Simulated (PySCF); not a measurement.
C2H2F4. Atoms are numbered in the order given.

```xyz
8

F     -1.3622     0.0903     1.0986
C     -0.6916    -0.3214     0.0000
F     -1.3622     0.0903    -1.0986
C      0.6916     0.3214     0.0000
F      1.3622    -0.0903    -1.0986
F      1.3622    -0.0903     1.0986
H     -0.6194    -1.4235     0.0000
H      0.6194     1.4235     0.0000
```
Charge 0, spin multiplicity 1.

Geometry optimised at B3LYP-D3(BJ)/def2-SVP. One conformer was computed; it need not be the lowest.

These are PySCF with PBE/def2-TZVP values and carry that method's errors.

Atomic charges (e):

| atom | Mulliken | Löwdin |
|---|---|---|
| F1 | -0.15 | 0.19 |
| C2 | 0.22 | -0.50 |
| F3 | -0.15 | 0.19 |
| C4 | 0.22 | -0.50 |
| F5 | -0.15 | 0.19 |
| F6 | -0.15 | 0.19 |
| H7 | 0.08 | 0.13 |
| H8 | 0.08 | 0.13 |

Computed Mayer and Wiberg (Löwdin basis) orders of the bonds:
| bond | Mayer | Wiberg |
|---|---|---|
| F1–C2 | 1.12 | 1.77 |
| C2–F3 | 1.12 | 1.77 |
| C2–C4 | 0.95 | 1.15 |
| C4–F5 | 1.12 | 1.77 |
| C4–F6 | 1.12 | 1.77 |
| C2–H7 | 0.95 | 0.86 |
| C4–H8 | 0.95 | 0.86 |
